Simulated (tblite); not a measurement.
Species: C4H5N2O (charge -1).
Bonds: C1–O2, O2–C3, C3–C4 (aromatic), C4–N5 (aromatic), N5–C6 (aromatic), C6–N7 (aromatic), C3–N7 (aromatic). Hydrogens: H8, H9, H10 on C1; H11 on C4; H12 on C6.
Bond orders are those of one Lewis drawing.

Computed with GFN2-xTB (tblite), gas phase: nudged elastic band of 9 images (0 to 8), spring 0.2 eV/Å², climbing image at the end, force threshold 0.05 eV/Å. The top image wasn't refined or checked by frequencies; at this threshold it can lie a kcal/mol or more above the true saddle point of the method.

Path: rotation about C3–O2 (aromatic carbon bearing oxygen, aryl ether oxygen), followed by the dihedral C4–C3–O2–C1, from 180° to 0°. Start geometry (image 0):
```
atom  x, y, z in Å
C1      1.966    0.635   -0.123
O2      1.157   -0.326   -0.728
C3     -0.147   -0.332   -0.218
C4     -1.175   -1.161   -0.603
N5     -2.277   -0.843    0.136
C6     -1.847    0.147    0.911
N7     -0.567    0.512    0.753
H8      2.954    0.561   -0.587
H9      2.049    0.465    0.958
H10     1.563    1.646   -0.269
H11    -1.186   -1.943   -1.345
H12    -2.488    0.637    1.632
```

The first guess turns that dihedral rigidly in even steps and adds one set of random displacements (0.04 Å standard deviation a coordinate) to every inner image. Energies of the images above image 0 (eV) in the early part of the optimisation:

| iteration | 1 | 2 | 3 | 4 | 5 | 6 | 7 | 8 |
| --- | --- | --- | --- | --- | --- | --- | --- | --- |
| 0 | 0.979 | 0.977 | 0.974 | 0.979 | 0.996 | 1.023 | 1.036 | 0.102 |
| 10 | 0.030 | 0.052 | 0.079 | 0.105 | 0.130 | 0.148 | 0.146 | 0.102 |
| 20 | 0.020 | 0.042 | 0.069 | 0.096 | 0.120 | 0.138 | 0.135 | 0.102 |
| 30 | 0.015 | 0.038 | 0.065 | 0.092 | 0.116 | 0.132 | 0.129 | 0.102 |

Question: Where does the band end, and how far was the first guess from it?

Answer: Final energies, images 1 to 8: 0.011, 0.035, 0.062, 0.088, 0.111, 0.125, 0.117, 0.102 eV. The highest point drops from 1.04 eV (image 7) to 0.125 eV (image 6), by 0.91 eV. Image 6 moved by 0.06 Å rms, its dihedral from -50° to -46°. The end images are fixed. The true force on the top image ends at 0.036 eV/Å, and the largest on any image at 0.05 eV/Å; away from the top, the method drives only the force across the path to zero. The last saved iteration is 50.

What follows is the cost of the whole band run. Time: 1.6 s wall; peak memory 0.18 GiB. Hardware: Arm Neoverse V2, one thread (shared host).
